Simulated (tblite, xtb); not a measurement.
Cl₂Te, charge -1, doublet, at a GFN2-xTB geometry (a state made from the parent by changing its charge; the spin is typed, not shown lowest). Base run: GFN1-xTB run with xtb 6.7.1.

Geometry (Å):
```xyz
3

Te    -0.0025     0.0025     0.1282
Cl     1.6168     1.9702    -0.2026
Cl    -1.6092    -1.9776    -0.1896
```
Charge -1, spin multiplicity 2.
All else is at xtb's defaults.
Base energy -12.56639 Eh.

Programs used: tblite, xtb; a row that names a program was run with it.

Each row names what was changed in the base input (with any setting that the change needs).

```json
[
 {"change": "base", "ΔE vs base (kJ/mol)": "0.00", "G_solv (kcal/mol)": "-", "SCF cycles": "9"},
 {"change": "etemp = 5000", "ΔE vs base (kJ/mol)": "-55.6", "G_solv (kcal/mol)": "-", "SCF cycles": "9"},
 {"change": "etemp = 1000", "ΔE vs base (kJ/mol)": "-7.22", "G_solv (kcal/mol)": "-", "SCF cycles": "9"},
 {"change": "program = tblite; method = gfn1; option = --grad", "ΔE vs base (kJ/mol)": "0.00", "G_solv (kcal/mol)": "-", "SCF cycles": "-"},
 {"change": "etemp = 3000", "ΔE vs base (kJ/mol)": "-30.1", "G_solv (kcal/mol)": "-", "SCF cycles": "9"},
 {"change": "gbsa = methanol", "ΔE vs base (kJ/mol)": "-219.0", "G_solv (kcal/mol)": "-52.66", "SCF cycles": "9"},
 {"change": "etemp = 10000", "ΔE vs base (kJ/mol)": "-160.2", "G_solv (kcal/mol)": "-", "SCF cycles": "9"},
 {"change": "alpb = acetone", "ΔE vs base (kJ/mol)": "-179.5", "G_solv (kcal/mol)": "-42.93", "SCF cycles": "9"},
 {"change": "program = tblite; method = gfn1; option = (--etemp, 2000)", "ΔE vs base (kJ/mol)": "-18.54", "G_solv (kcal/mol)": "-", "SCF cycles": "-"},
 {"change": "alpb = chcl3", "ΔE vs base (kJ/mol)": "-197.0", "G_solv (kcal/mol)": "-47.33", "SCF cycles": "9"}
]
```

ALPB and GBSA are two models with their own fitted parameters for each solvent, which aren't always the measured dielectric constant.
